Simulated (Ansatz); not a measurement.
C$_{3}$H$_{7}$FGe, SMILES `C/C(F)=[CH]/[GeH3]`, relaxed with RKS PBE-D4/def2-SVP in the Gaussian-basis code of Ansatz from a rough embedded geometry. The force threshold is 0.03 eV/Å; the program also tests the step.

Total charge 0; spin multiplicity 1.

Start:

```xyz
12

C     1.933   -0.016    0.677
C     0.760    0.093   -0.138
F     0.897    0.419   -1.429
C    -0.486   -0.090    0.347
Ge   -2.061    0.003   -0.647
H     2.903    0.225    0.072
H     2.077   -1.023    1.088
H     1.937    0.755    1.505
H    -0.524   -0.412    1.407
H    -3.278   -0.337    0.214
H    -1.972   -1.046   -1.834
H    -2.185    1.428   -1.261
```

Task: By how much does the energy fall, and how many steps does the optimiser take? (Best estimate.)

Result: Computed: 30.26 kJ/mol, in 5 steps.

Task: Which bonds change most? (An estimate is asked.)

Result: The calculation gave: C4–Ge5 from 1.864 to 1.946 Å; C1–C2 from 1.433 to 1.503 Å; C1–H6 from 1.168 to 1.106 Å; Ge5–H11 from 1.587 to 1.552 Å.

Task: Give the relaxed structure. (Best estimate.)

Result: Ansatz gave: 
```xyz
12

C     2.040    0.008    0.685
C     0.737    0.078   -0.062
F     0.906    0.406   -1.372
C    -0.506   -0.138    0.401
Ge   -2.095   -0.004   -0.717
H     2.879    0.238    0.001
H     2.202   -1.002    1.112
H     2.062    0.733    1.523
H    -0.607   -0.404    1.464
H    -3.331   -0.320    0.164
H    -2.041   -1.016   -1.892
H    -2.246    1.422   -1.308
```
